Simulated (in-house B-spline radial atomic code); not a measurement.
Values are calculated unless marked as measured or tabulated.
**Extrapolating the RPA correlation energy in partial waves: Al III (Al2+)**

All-electron RPA on PBE orbitals from an all-electron radial atomic-structure program (B-spline basis), non-relativistic, point nucleus, configuration [Ne] 3s1, highest spin. RPA overbinds a lone outer s electron by self-correlation, and G0W0 tends to as well. With empty states up to angular momentum L the sums are:

```tsv
L	E_c(L) (hartree)
3	-0.586688
4	-0.619623
5	-0.632615
6	-0.638726
7	-0.641961
8	-0.643824
```

For large l each further wave adds A/(l + 1/2)⁴, because the basis must build the cusp where two electrons meet.

**Question.** Estimate the limit from L = 7 and L = 8.

**Answer.** Wave 8 adds -0.001863, against a sum of (l + 1/2)⁻⁴ of 1.91569e-04, so A = -9.725. The sum over l > 8 is ζ(4, 9.5) = 4.5445e-04, close to 1/(3 × 9³) = 4.5725e-04. The tail is -0.004420 and the limit -0.64824 hartree.

**Question.** How good is the estimate?

**Answer.** A run to L = 11 sums to -0.64619 and extrapolates to -0.64783 hartree, 0.08 millihartree from the run before. The estimate differs from that by -0.41 millihartree, while the bare sum at L = 8 misses 4.0 millihartree (0.6 %).
